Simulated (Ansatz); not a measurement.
The same path of CH7NO2Si (12 atoms, charge 0, multiplicity 1) was run twice with different band settings. Lost on the way: Si5–H10. Made: N4–H10.

Method: RKS PBE0-D4/def2-SVP in Ansatz.

Relaxed end points:

```xyz
12
Properties=species:S:1:pos:R:3
O -1.504 -0.793 0.841
C -0.399 -0.892 0.010
O -0.743 -1.786 -1.007
N -0.053 0.383 -0.516
Si 0.994 1.514 0.300
H -1.852 -1.685 0.963
H 0.484 -1.271 0.574
H -0.009 -1.805 -1.631
H -0.829 0.767 -1.052
H 2.175 0.740 0.788
H 0.395 2.237 1.467
H 1.418 2.537 -0.702
```

```xyz
12
Properties=species:S:1:pos:R:3
O -1.397 -0.687 0.482
C -0.113 -0.941 0.059
O -0.056 -1.898 -0.935
N 0.404 0.357 -0.388
Si 0.953 1.616 1.145
H -1.646 -1.324 1.160
H 0.556 -1.281 0.870
H -0.819 -1.765 -1.514
H -0.299 0.826 -0.965
H 1.227 0.199 -0.971
H -0.381 2.359 1.007
H 1.646 2.484 0.082
```

Common settings: movable images 7; climbing image yes; spring 5.0 eV/Å²; optimiser quadratic models (default); start path through a guess of the saddle point; iteration limit 60; end points relaxed.

| run | force threshold |
| --- | --- |
| 1 | 0.05 eV/Å |
| 2 | 0.5 eV/Å |

Question: What does each run give, and how far can it be trusted?

Answer: Run 1: converged after 18 iterations, highest image 2.994 eV above the first end. Neighbouring images differ by up to 2.3 eV, so the band resolves the path poorly. A vibrational analysis at the climbing image gives one clearly imaginary mode, 1531i cm⁻¹: a first-order saddle point.
Run 2: converged after 7 iterations, highest image 3.007 eV above the first end. The threshold of 0.5 eV/Å is loose, so the images may lie well off the minimum-energy path. Neighbouring images differ by up to 2.0 eV, so the band resolves the path poorly. The order of the stationary point at the top wasn't checked.
The orbitals stay closed-shell, which can raise the energy where a bond breaks towards radicals; this wasn't checked here.
